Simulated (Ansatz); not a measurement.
Program: Ansatz. Geometries: PBE0-D4/def2-TZVP. ΔE: electronic, gas phase. CCSD(T)/CBS adds triple-zeta CCSD(T) − MP2 to the extrapolated MP2 energy (def2 sets, frozen cores). This one scheme is used for every species, atoms too. DFT in def2-TZVPP. Open shells (•) are unrestricted, without spin–orbit coupling. Spin–orbit coupling would lower the free atoms: a little for C; strongly for Sn. def2 core potentials past Kr. For Sn outer-core shells are correlated without core-valence functions, so the limit isn't a true one: a few kJ/mol of doubt a bond, and 10 to 20 or more in all where bonds break to atoms.

Reaction (atomization): `N#[C][SnH]([C]#N)[C]#N` → 3 C• + H• + 3 N• + Sn•

`N#[C][SnH]([C]#N)[C]#N`:

Cartesian coordinates in Å:
```
N -2.171 1.269 -1.781
C -1.287 0.940 -1.122
Sn 0.340 0.400 0.065
C 1.232 -1.247 -0.852
N 1.754 -2.139 -1.359
C -0.439 -0.273 1.879
N -0.851 -0.620 2.896
H 1.422 1.670 0.273
```

(1) What is ΔE at CCSD(T)/CBS? (An estimate is asked.)

(2) What do these levels give: r2SCAN-D4, CAM-B3LYP, LC-ωPBE, MP2/def2-SVP, CCSD(T)/def2-SVP, SCS-MP2/def2-QZVPP? (Estimate.)

Largest T1 diagnostic among the species: 0.015.

## Answers

(1) Computed: +3627.1 kJ/mol.

(2) Computed: r2SCAN-D4 3576.0, CAM-B3LYP 3602.0, LC-ωPBE 3612.6, MP2/def2-SVP 3535.3, CCSD(T)/def2-SVP 3374.1, SCS-MP2/def2-QZVPP 3726.5 kJ/mol.

From r2SCAN to r2SCAN0 (25 % exact exchange), in def2-TZVPP and without D4, ΔE moves by −150.0 kJ/mol: exact exchange takes away binding that semilocal exchange gives to molecules. In def2-TZVPP, CCSD(T) changes the Hartree–Fock value by +1310.8 kJ/mol (the triples alone add +124.6 kJ/mol) and MP2 by +1478.6 kJ/mol; breaking electron pairs costs correlation energy, which Hartree–Fock lacks. At CCSD(T), def2-SVP lies −252.9 kJ/mol from the extrapolated value and def2-TZVPP −127.1 kJ/mol: correlation converges slowly with the basis, and small sets miss more of it in the bonded molecule than in its fragments.

For atomizations the MP2-based limit and the directly extrapolated one differ by several kJ/mol either way, and by 10 to 25 for some Ge, Se and Sn compounds, so smaller differences from it don't rank the levels.
